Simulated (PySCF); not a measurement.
Run record for `FC(F)[C@@H]1CC[Se]1`: OPBE/6-31G, IEF-PCM chloroform, full TDDFT, 25 singlets.

Method: TDDFT OPBE/6-31G, vertical, IEF-PCM chloroform (non-equilibrium linear response), core orbitals frozen in the response (PySCF 2.14.0, density-fitted response routines). Geometry: GFN2-xTB. The command runs a driver script over a list of jobs; the input below is this job's line of settings and its coordinates in Å.

Command:
```bash
OMP_NUM_THREADS=1 python probes_run.py task.json out
```

Input:
```
{"job": {"kind": "uv", "xc": "OPBE", "basis": "6-31G", "solvent": "chloroform", "nstates": 25, "ntriplets": 5, "tda": false}, "charge": 0, "multiplicity": 1}
F     -1.949691    -1.621816     0.110220
C     -1.671766    -0.292870     0.153443
F     -2.738334     0.337091    -0.391137
C     -0.416791     0.012141    -0.631748
C      0.875303    -0.528701    -0.007430
C      1.586063     0.789556     0.316065
Se     0.127350     1.916289    -0.434085
H     -1.609025     0.002174     1.211982
H     -0.573339    -0.262915    -1.676652
H      1.436513    -1.143893    -0.709205
H      0.676907    -1.129914     0.880776
H      1.731142     0.980376     1.377305
H      2.521279     0.942968    -0.217262
```

Output:
```
coarse grid: 53488 points
cycle   1  E = -2757.2354729110  dE = -7.028e-02  |g| = 7.610e-01  |ddm| = 3.713e+00
cycle   2  E = -2757.0621631077  dE =  1.733e-01  |g| = 1.257e+00  |ddm| = 1.726e+00
cycle   3  E = -2757.3354510179  dE = -2.733e-01  |g| = 1.236e-01  |ddm| = 1.079e+00
cycle   4  E = -2757.3381919357  dE = -2.741e-03  |g| = 2.596e-02  |ddm| = 1.606e-01
cycle   5  E = -2757.3383057772  dE = -1.138e-04  |g| = 1.500e-02  |ddm| = 5.525e-02
cycle   6  E = -2757.3383626171  dE = -5.684e-05  |g| = 2.549e-03  |ddm| = 2.140e-02
cycle   7  E = -2757.3383641210  dE = -1.504e-06  |g| = 1.113e-03  |ddm| = 4.192e-03
final grid: 113352 points
cycle   8  E = -2757.3384583152  dE =  5.754e-07  |g| = 1.917e-03  |ddm| = 3.964e-03
cycle   9  E = -2757.3384560708  dE =  2.244e-06  |g| = 3.505e-03  |ddm| = 6.265e-03
cycle  10  E = -2757.3384592543  dE = -3.183e-06  |g| = 2.698e-04  |ddm| = 4.170e-03
cycle  11  E = -2757.3384592717  dE = -1.737e-08  |g| = 2.716e-05  |ddm| = 3.384e-04
cycle  12  E = -2757.3384592719  dE = -1.846e-10  |g| = 7.383e-06  |ddm| = 4.562e-05
converged SCF energy = -2757.3384592719

Static polarisability (au): isotropic 71.339, principal 57.652 73.470 82.895

Singlet excitations
state   eV       nm        f      main configurations
  1   4.0275    307.8   0.00003   H->L 1.00
  2   5.8458    212.1   0.00059   H->L+1 0.99
  3   6.3098    196.5   0.04884   H-1->L 0.77, H-2->L 0.19
  4   6.3671    194.7   0.03202   H-2->L 0.70, H-1->L 0.20
  5   7.1156    174.2   0.00188   H-3->L 0.59, H->L+2 0.27
  6   7.2308    171.5   0.02131   H->L+2 0.70, H-3->L 0.16
  7   7.4272    166.9   0.00206   H-4->L 0.89
  8   7.5225    164.8   0.01361   H->L+3 0.96
  9   7.6027    163.1   0.00033   H-5->L 0.89
 10   7.9347    156.3   0.01800   H-6->L 0.43, H-1->L+1 0.27, H-2->L+1 0.24
 11   7.9603    155.8   0.00891   H-2->L+1 0.69, H-6->L 0.18, H-1->L+1 0.09
 12   8.0980    153.1   0.02577   H->L+4 0.72, H-6->L 0.13
 13   8.2603    150.1   0.11428   H-8->L 0.26, H-1->L+1 0.20, H->L+4 0.17
 14   8.3528    148.4   0.00755   H-7->L 0.78, H-8->L 0.08
 15   8.4694    146.4   0.01314   H->L+5 0.97
 16   8.5265    145.4   0.04636   H-3->L+1 0.88
 17   9.0720    136.7   0.10745   H->L+6 0.60, H-8->L 0.21
 18   9.1117    136.1   0.00727   H-4->L+1 0.91
 19   9.2558    134.0   0.08779   H-1->L+2 0.46, H->L+6 0.22, H-8->L 0.14
 20   9.3316    132.9   0.17131   H-5->L+1 0.45, H-1->L+2 0.19, H-8->L 0.09
 21   9.3626    132.4   0.09881   H-5->L+1 0.46, H-1->L+2 0.27
 22   9.4307    131.5   0.01485   H->L+7 0.94
 23   9.5592    129.7   0.05128   H-9->L 0.87
 24   9.6222    128.9   0.01214   H-2->L+2 0.96
 25   9.6323    128.7   0.02853   H->L+8 0.54, H-1->L+3 0.43

Triplet excitations (Tamm-Dancoff, eV): 3.5187 5.1791 5.4012 5.8375 6.3732
```

The SCF starts on a coarse grid where the log names one; the energy can jump when the final grid takes over, and dE then counts from the start density on the new grid. H and L stand for HOMO and LUMO; the number after each pair is its weight.

Problem. Give S1 in cm⁻¹ and kJ/mol.

Solution. 4.0275 eV × 8065.54 = 32484 cm⁻¹; × 96.485 = 388.6 kJ/mol.

Problem. Which computed singlet has the largest oscillator strength, and what do all of them sum to?

Solution. State 20 at 9.33 eV (133 nm), f = 0.171; the 25 states sum to 0.934.

In short: SCF converged in 12 cycles with 93 basis and 870 fitting functions; HOMO -5.24 eV, LUMO -1.41 eV; lowest singlet 4.03 eV; lowest triplet 3.52 eV (Tamm–Dancoff); mean polarisability 71.3 au.

One conformer (not necessarily the lowest) at the GFN2-xTB geometry, without vibrations or thermal averaging. The OPBE/6-31G calculation is non-relativistic and has no spin–orbit coupling, an omission that weighs most on selenium.

Hardware: one thread, Intel Xeon at 2.50 GHz (x86_64), no GPU, shared host with 64 logical CPUs at a one-minute load of 62. Cost: 44 s wall, 38 s CPU, 0.53 GiB resident at most.

Conformer computed: `[F:1][CH:2]([F:3])[C@@H:4]1[CH2:5][CH2:6][Se:7]1`: F1–C2–C4–C5 -69°.
